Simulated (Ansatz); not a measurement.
Harmonic frequencies (cm⁻¹) at PBE0-D4/def2-TZVP from Ansatz: 199, 290, 413, 494, 872, 1183.

(1) Which molecule is it?
A. `[CH2]F`•
B. `[O][GaH][Cl]`•
C. `[SH][Al][Cl]`•
D. `F[C](Cl)I`•

Results:

(1) D.
